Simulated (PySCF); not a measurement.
Si(OMe)(SeH)3, CH₆OSe₃Si, SMILES CO[Si]([SeH])([SeH])[SeH], CAM-B3LYP/def2-SVP optimised geometry.

```
12

C      1.45     1.36     2.42
O      0.42     1.56     1.49
Si     0.25     0.88     0.00
Se    -1.89     1.40    -0.52
Se     0.42    -1.40     0.00
Se     1.88     1.79    -1.34
H      2.43     1.69     2.02
H      1.23     1.95     3.32
H      1.53     0.30     2.71
H     -1.75     0.94    -1.90
H      1.89    -1.40     0.00
H      1.90     0.63    -2.25
```

Density from CAM-B3LYP/def2-TZVP in PySCF 2.14.0 at that geometry.

Minimum of the electron density along straight lines between bonded atoms, close to the bond critical point (lines longer than 1.1 times the sum of covalent radii, or with two minima, are not listed):

```csv
bond,length / Å,ρ at the minimum / e bohr⁻³,∇²ρ there / e bohr⁻⁵,position (fraction from the first atom)
C1–O2,1.408,0.254,-0.49,0.35
O2–Si3,1.645,0.140,0.80,0.59
Si3–Se4,2.270,0.098,-0.05,0.35
Si3–Se5,2.287,0.094,-0.05,0.35
Si3–Se6,2.291,0.094,-0.05,0.36
C1–H7,1.103,0.279,-0.98,0.65
C1–H8,1.099,0.282,-1.00,0.65
C1–H9,1.103,0.279,-0.98,0.65
Se4–H10,1.469,0.175,-0.32,0.63
Se5–H11,1.471,0.175,-0.31,0.63
Se6–H12,1.468,0.176,-0.32,0.63
```
